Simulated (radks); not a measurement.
Problem. Ce2+, 56 electrons, occupied as [Xe] 6s2 (not the ground configuration). All-electron calculation, scalar-relativistic Kohn-Sham, Wu-Cohen GGA, spin-polarised, spherical densities, point nucleus. Program: a radial shooting solver on a logarithmic mesh with Libxc functionals. Some entries of the table are withheld. Estimate them.

| orbital | occ. | eigenvalue (eV) | r(max) (bohr) | <r^2> (bohr^2) |
|---|---|---|---|---|
| 1s | 2 | -40292.97 | 0.01574 | 0.0008210 |
| 2s | 2 | -6474.453 | 0.08908 | 0.01307 |
| 2p | 6 | -5802.040 | 0.07168 | 0.01041 |
| 3s | 2 | -1416.582 | 0.2547 | 0.08877 |
| 3p | 6 | (1) | 0.2493 | 0.08879 |
| 3d | 10 | -898.6218 | 0.2053 | (2) |
| 4s | 2 | -308.0582 | 0.5922 | 0.4554 |
| 4p | 6 | -237.9731 | (3) | 0.5130 |
| 4d | 10 | -136.9907 | 0.6496 | 0.6296 |
| 5s | 2 | -62.1594 | 1.345 | 2.412 |
| 5p | 6 | -43.5708 | 1.497 | 3.126 |
| 5d | 0 | -20.0172 | 1.921 | 5.923 |
| 6s | 2 | -16.8110 | 3.158 | 12.83 |
| 6p | 0 | -12.4263 | 3.684 | 17.69 |

Solution. 
(1) 3p eigenvalue (eV): -1202.736
(2) 3d <r^2> (bohr^2): 0.07585
(3) 4p r(max) (bohr): 0.6179
